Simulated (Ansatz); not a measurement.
`[OH][GeH2][NH][SiH](O)O` + `N[SiH](O)F` → `[OH][GeH2][NH][SiH](O)F` + `N[SiH](O)O`  (ligand exchange at a Ge–N bond)

Computed with Ansatz on PBE0-D4/def2-TZVP structures; ΔE is electronic, products minus reactants. CBS: MP2 limit from def2 TZ/QZ plus the TZ coupled-cluster correction, frozen cores. This one scheme is used for every species. DFT in def2-TZVPP. B3LYP here is the variant with VWN-RPA as its local correlation; programs differ in this. For Ge outer-core shells are correlated without core-valence functions, which leaves a few kJ/mol of doubt a bond. Scalar relativity is left out up to krypton. One conformer a species, not always the lowest.

```json
{"level": "PBE0-D4", "ΔE (kcal/mol)": "0.8"}
{"level": "r2SCAN", "ΔE (kcal/mol)": "0.9"}
{"level": "B3LYP", "ΔE (kcal/mol)": "0.6"}
{"level": "MP2/def2-TZVPP", "ΔE (kcal/mol)": "0.9"}
{"level": "HF/def2-QZVPP", "ΔE (kcal/mol)": "0.5"}
{"level": "MP2/def2-QZVPP", "ΔE (kcal/mol)": "0.8"}
{"level": "HF/CBS(def2)", "ΔE (kcal/mol)": "0.5"}
{"level": "MP2/CBS(def2)", "ΔE (kcal/mol)": "0.8"}
```

(1) What does CCSD(T)/CBS give? (Best estimate.)

Largest T1 diagnostic among the species: 0.012.

Answers

(1) The calculation gave: +0.7 kcal/mol. The listed levels differ from it by 0.1, 0.2, -0.1, 0.2, -0.2, 0.1, -0.2, 0.1 kcal/mol.
